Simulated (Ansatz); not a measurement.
Born–Oppenheimer molecular dynamics of BrF$_{2}$HSTi (6 atoms, charge 0, multiplicity 1). It starts at the highest image of a converged band, a first-order saddle point between two minima.

The calculation used RKS PBE0-D4/def2-SVP in Ansatz 0.2.0.

```json
{
 "ensemble": "NVE (velocity Verlet)",
 "time step": "0.5 fs",
 "steps asked": "154",
 "starting velocities drawn for": "300 K",
 "seed": "8756"
}
```

Frames 5 fs apart, positions in Å, forces in eV/Å.

Velocities at 10.0 fs (Å/ps):

```
Ti -0.74 -1.30 -0.91
Br -0.41 -0.91 0.35
S 2.72 -0.30 -1.53
H 8.18 -6.53 -6.04
F -2.06 1.12 3.68
F 0.60 6.81 0.06
```

```xyz
6
Properties=species:S:1:pos:R:3:forces:R:3 time_fs=10.0 energy_less_start_eV=0.055 T=195
Ti -0.339 0.351 0.221 0.85 0.28 -0.34
Br 1.789 1.335 0.197 -0.15 -0.07 -0.03
S -0.167 -1.704 -0.704 -1.22 -0.36 0.14
H 1.122 -1.618 -0.952 1.07 0.18 -0.15
F -1.480 1.297 -0.629 -0.29 0.18 -0.33
F -0.919 0.289 1.818 -0.26 -0.21 0.71
6
Properties=species:S:1:pos:R:3:forces:R:3 time_fs=15.0 energy_less_start_eV=0.068 T=170
Ti -0.340 0.345 0.216 0.73 0.45 -0.11
Br 1.787 1.330 0.199 -0.16 -0.06 -0.05
S -0.156 -1.707 -0.712 0.72 -0.29 -0.25
H 1.209 -1.633 -0.984 -0.94 0.09 0.26
F -1.492 1.304 -0.612 -0.20 0.09 -0.33
F -0.918 0.322 1.822 -0.16 -0.28 0.48
6
Properties=species:S:1:pos:R:3:forces:R:3 time_fs=20.0 energy_less_start_eV=0.064 T=177
Ti -0.338 0.342 0.210 0.25 0.64 0.30
Br 1.784 1.325 0.200 -0.14 -0.05 -0.07
S -0.141 -1.712 -0.721 -0.84 -0.30 0.09
H 1.162 -1.622 -0.972 0.63 0.16 -0.05
F -1.506 1.312 -0.600 0.05 -0.11 -0.23
F -0.918 0.351 1.833 0.05 -0.34 -0.03
6
Properties=species:S:1:pos:R:3:forces:R:3 time_fs=25.0 energy_less_start_eV=0.070 T=164
Ti -0.335 0.342 0.206 -0.24 0.70 0.59
Br 1.781 1.320 0.202 -0.05 0.00 -0.09
S -0.132 -1.719 -0.730 -0.04 -0.09 0.00
H 1.202 -1.575 -0.960 -0.18 0.07 0.09
F -1.520 1.318 -0.591 0.28 -0.29 -0.13
F -0.918 0.376 1.843 0.22 -0.39 -0.47
6
Properties=species:S:1:pos:R:3:forces:R:3 time_fs=30.0 energy_less_start_eV=0.090 T=127
Ti -0.333 0.345 0.204 -0.54 0.58 0.64
Br 1.778 1.315 0.203 0.05 0.07 -0.09
S -0.123 -1.727 -0.738 0.37 0.19 0.05
H 1.224 -1.512 -0.934 -0.58 -0.06 0.12
F -1.531 1.321 -0.583 0.41 -0.36 -0.09
F -0.915 0.395 1.847 0.29 -0.42 -0.63
6
Properties=species:S:1:pos:R:3:forces:R:3 time_fs=35.0 energy_less_start_eV=0.105 T=97
Ti -0.334 0.351 0.206 -0.59 0.29 0.44
Br 1.774 1.310 0.203 0.15 0.13 -0.10
S -0.113 -1.734 -0.746 -1.12 0.16 0.35
H 1.170 -1.451 -0.887 0.95 0.15 -0.11
F -1.536 1.319 -0.577 0.37 -0.30 -0.13
F -0.909 0.410 1.844 0.24 -0.43 -0.45
6
Properties=species:S:1:pos:R:3:forces:R:3 time_fs=40.0 energy_less_start_eV=0.119 T=70
Ti -0.337 0.358 0.210 -0.29 -0.16 0.00
Br 1.772 1.306 0.204 0.26 0.23 -0.09
S -0.109 -1.739 -0.751 0.74 0.79 0.26
H 1.239 -1.376 -0.855 -0.94 -0.33 0.06
F -1.537 1.314 -0.573 0.16 -0.11 -0.26
F -0.900 0.419 1.835 0.06 -0.41 0.02
6
Properties=species:S:1:pos:R:3:forces:R:3 time_fs=45.0 energy_less_start_eV=0.123 T=62
Ti -0.342 0.365 0.214 0.08 -0.49 -0.41
Br 1.770 1.302 0.204 0.30 0.25 -0.09
S -0.101 -1.738 -0.755 -0.91 0.46 0.44
H 1.172 -1.359 -0.817 0.75 0.06 -0.09
F -1.536 1.307 -0.571 -0.09 0.10 -0.40
F -0.890 0.423 1.827 -0.13 -0.38 0.55
6
Properties=species:S:1:pos:R:3:forces:R:3 time_fs=50.0 energy_less_start_eV=0.121 T=66
Ti -0.346 0.369 0.216 0.36 -0.68 -0.62
Br 1.769 1.299 0.204 0.32 0.29 -0.08
S -0.099 -1.734 -0.755 0.02 0.72 0.40
H 1.212 -1.346 -0.794 -0.21 -0.21 -0.03
F -1.535 1.302 -0.575 -0.25 0.23 -0.47
F -0.881 0.422 1.825 -0.24 -0.36 0.82
6
Properties=species:S:1:pos:R:3:forces:R:3 time_fs=55.0 energy_less_start_eV=0.106 T=95
Ti -0.349 0.370 0.214 0.32 -0.55 -0.43
Br 1.769 1.297 0.204 0.30 0.28 -0.09
S -0.097 -1.725 -0.752 0.25 0.66 0.34
H 1.233 -1.371 -0.782 -0.46 -0.24 -0.01
F -1.538 1.299 -0.585 -0.21 0.19 -0.42
F -0.876 0.417 1.833 -0.20 -0.35 0.61
6
Properties=species:S:1:pos:R:3:forces:R:3 time_fs=60.0 energy_less_start_eV=0.087 T=132
Ti -0.350 0.369 0.211 0.03 -0.15 0.03
Br 1.770 1.296 0.203 0.22 0.22 -0.10
S -0.095 -1.711 -0.747 -1.12 0.16 0.26
H 1.200 -1.442 -0.772 0.92 0.10 -0.02
F -1.544 1.298 -0.600 -0.01 0.01 -0.25
F -0.873 0.407 1.849 -0.05 -0.35 0.08
6
Properties=species:S:1:pos:R:3:forces:R:3 time_fs=65.0 energy_less_start_eV=0.084 T=138
Ti -0.351 0.366 0.208 -0.23 0.27 0.44
Br 1.771 1.295 0.203 0.16 0.20 -0.10
S -0.098 -1.695 -0.740 0.77 0.19 0.08
H 1.286 -1.505 -0.765 -1.02 -0.14 0.07
F -1.549 1.298 -0.618 0.23 -0.19 -0.06
F -0.870 0.392 1.866 0.09 -0.34 -0.44
```

Of the whole run (77 fs, mean temperature of the second half 113 K): The conserved energy stayed within 0.066 meV per atom of its start (net change 0.058 meV per atom), so the integration is sound. A run of 0.077 ps of so small a system gives no equilibrium averages. The orbitals stay closed-shell, which can raise the energy where a bond breaks towards radicals; this wasn't checked here.

The run took 20 min on 2 threads of Arm Neoverse N1, with other jobs on the host, peak memory 0.32 GiB.
